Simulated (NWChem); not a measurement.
[O]=[W]([OH])(=[S])[SH] (WH$_{2}$S$_{2}$O$_{2}$), optimised at PBE-D3(BJ)/def2-SVP with NWChem:

| Quantity | Result |
|---|---|
| highest occupied level (eV) | -6.49 |
| orbital gap (eV) | 3.04 |
| dipole (D) | 3.50 |

All stand in one matching conformer (torsions within 35°), which need not be the lowest. One or both are not confirmed as a minimum by frequencies. def2 effective core potentials on Mo, W; no spin-orbit coupling.

Task: One W atom is replaced by Mo, giving [O]=[Mo](=[S])([OH])[SH] (MoH2S2O2), optimised at the same level. How do these values move?

Result: 
```csv
quantity,new value,change
highest occupied level (eV),-6.57,-0.08
orbital gap (eV),2.73,-0.31
dipole (D),3.11,-0.39
```
